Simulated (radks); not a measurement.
Valence configurations of Sm (all share [Xe]). Method: Dirac Kohn-Sham, PBE, spin-unpolarised, spherical densities, point nucleus; open shells fill j = l - 1/2 first; computed with a radial shooting solver on a logarithmic mesh with Libxc functionals. Energies are relative to 4f6 6s2; eigenvalues in eV.

[
 {"valence": "4f6 6s2", "E (eV)": "0.000", "e(4f5/2)": "-2.563", "e(5d3/2)": "-", "e(6p1/2)": "-", "e(6s1/2)": "-3.577"},
 {"valence": "4f5 5d1 6s2", "E (eV)": "2.901", "e(4f5/2)": "-8.036", "e(5d3/2)": "-2.839", "e(6p1/2)": "-", "e(6s1/2)": "-3.971"},
 {"valence": "4f6 5d1 6s1", "E (eV)": "1.925", "e(4f5/2)": "-1.478", "e(5d3/2)": "-1.167", "e(6p1/2)": "-", "e(6s1/2)": "-3.189"},
 {"valence": "4f4 5d1 6s2 6p1", "E (eV)": "13.713", "e(4f5/2)": "-17.736", "e(5d3/2)": "-6.139", "e(6p1/2)": "-2.414", "e(6s1/2)": "-5.506"},
 {"valence": "4f6 5d0.5 6s1.5", "E (eV)": "0.935", "e(4f5/2)": "-1.947", "e(5d3/2)": "-1.423", "e(6p1/2)": "-", "e(6s1/2)": "-3.354"},
 {"valence": "4f4.5 5d1.5 6s2", "E (eV)": "6.131", "e(4f5/2)": "-11.119", "e(5d3/2)": "-3.361", "e(6p1/2)": "-", "e(6s1/2)": "-4.112"},
 {"valence": "4f4 5d2 6s2", "E (eV)": "10.691", "e(4f5/2)": "-14.389", "e(5d3/2)": "-3.877", "e(6p1/2)": "-", "e(6s1/2)": "-4.226"},
 {"valence": "4f6 6s1.5 6p0.5", "E (eV)": "1.133", "e(4f5/2)": "-3.141", "e(5d3/2)": "-", "e(6p1/2)": "-1.610", "e(6s1/2)": "-3.904"},
 {"valence": "4f6 6s1 6p1", "E (eV)": "2.293", "e(4f5/2)": "-3.694", "e(5d3/2)": "-", "e(6p1/2)": "-1.857", "e(6s1/2)": "-4.203"}
]

NIST lists [Xe] 4f6 6s2 as the ground configuration; this level of theory agrees among the configurations tried. The energies are those of spherical spin-averaged densities, not of single terms. No valid solution was reached for [Xe] 4f7 6s1.
